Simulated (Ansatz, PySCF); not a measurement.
Energy difference 2 R1 → P1 + P2, each structure at its B3LYP-D3(BJ)/def2-TZVP stationary point, reached from a drawn start (curvature not checked).
P1, BF3 (SMILES FB(F)F) (charge 0, multiplicity 1):
```xyz
4

B      0.000     0.000     0.000
F      1.316     0.000     0.000
F     -0.658     1.139     0.000
F     -0.658    -1.139     0.000
```
R1, BF2 (SMILES F[B]F) (charge 0, multiplicity 2, Z-matrix in Å and degrees):
```
B
F 1 1.3103
F 1 1.3103 2 121.31
```
P2, BF (SMILES [B]F) (charge 0, multiplicity 1):
```xyz
2

B     -0.632     0.000     0.000
F      0.632     0.000     0.000
```

P less R. No zero-point or thermal terms; singlets are restricted closed shells; open shells are unrestricted.

Cores are frozen in the correlated methods.

Programs: Ansatz (a quantum-chemistry and plane-wave program) with Gaussian orbitals; PySCF for the D3/D4 terms. All values are computed, each at the level named.

```tsv
level	reaction energy (eV)
BLYP-D3(BJ)/def2-TZVPP	-2.204
BLYP-D4/def2-TZVPP	-2.211
revPBE/def2-TZVPP	-2.038
PBE0/def2-TZVPP	-2.130
CAM-B3LYP-D4/def2-TZVPP	-2.315
MP2/cc-pVQZ	-2.416
SCS-MP2/cc-pVQZ	…
CCSD/cc-pVDZ	…
CCSD/cc-pVTZ	…
```

Q: Some entries are withheld; supply them.

A: 
- SCS-MP2/cc-pVQZ, reaction energy (eV): -2.601
- CCSD/cc-pVDZ, reaction energy (eV): -2.753
- CCSD/cc-pVTZ, reaction energy (eV): -2.648
